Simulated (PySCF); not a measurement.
O2Pb2, SMILES [O]1[Pb]2=[Pb]1[O]2.

The structure is a stationary point at B3LYP-D3(BJ)/def2-SVP. The def2 effective core potentials stand for the cores of Pb; spin–orbit coupling is left out.

Computed with C-PCM-ωB97X/def2-SVP run with PySCF 2.14.0.

The values are the electrostatic part of the solvation free energy, E(continuum) − E(gas) at the gas-phase geometry, in a cavity of scaled van der Waals radii (PySCF's table); cavitation and dispersion terms are not included. A continuum can't describe solvent molecules that bind to the metal. In vacuum the orbital gap is 8.11 eV. The dipole moment in vacuum is 0.00 D.

Computed values in water (ε = 78.36), ethanol (ε = 24.85), acetonitrile (ε = 35.69):
```tsv
solvent	ε	ΔG(elec) (kcal/mol)	dipole (D)	gap (eV)
water	78.36	-14.4	0.00	8.43
ethanol	24.85	-13.9	0.00	8.42
acetonitrile	35.69	-14.1	0.00	8.42
```
